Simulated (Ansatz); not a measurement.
Reaction (redistribution): `[NH2][GaH][SiH2]O` + `C[CH2][SnH3]` → `O[SiH2][CH2][SnH3]` + `[CH3][GaH][NH2]`

Isolated molecules relaxed with PBE0-D4/def2-TZVP in Ansatz; ΔE leaves out vibrations. CCSD(T)/CBS is the MP2 limit (def2-TZVPP, def2-QZVPP) plus CCSD(T) − MP2 in def2-TZVPP, frozen cores. DFT in def2-TZVPP. Elements past krypton have def2 core potentials. For Ga, Sn outer-core shells are correlated without core-valence functions, which leaves a few kJ/mol of doubt a bond. Scalar relativity is left out up to krypton. Each species was taken in one conformer, which may not be the lowest.

Task: Is it downhill or uphill in electronic energy at CCSD(T)/CBS, and by how much? (Estimate.)

Result: The calculation gave: Downhill: ΔE = -54.2 kJ/mol.

Task: What do these levels give: PBE-D4, r2SCAN-D4, ωB97M-V, B2PLYP, MP2/def2-QZVPP, HF/CBS(def2)? (Estimate.)

Result: The calculation gave: PBE-D4 -37.4, r2SCAN-D4 -49.1, ωB97M-V -53.3, B2PLYP -48.1, MP2/def2-QZVPP -62.0, HF/CBS(def2) -47.9 kJ/mol.

Largest T1 diagnostic among the species: 0.014.

The D4 term adds −3.3 kJ/mol with B3LYP and −1.8 kJ/mol with PBE0; it sums over pairs of atoms, weighted by their polarisabilities, and B3LYP, whose exchange is more repulsive, gets the larger term. From PBE to PBE0 (25 % exact exchange), in def2-TZVPP and without D4, ΔE moves by −5.1 kJ/mol. In def2-TZVPP, CCSD(T) changes the Hartree–Fock value by −5.0 kJ/mol (the triples alone add −1.0 kJ/mol) and MP2 by −13.4 kJ/mol.

B3LYP here is the variant with VWN-RPA as its local correlation; programs differ in this.
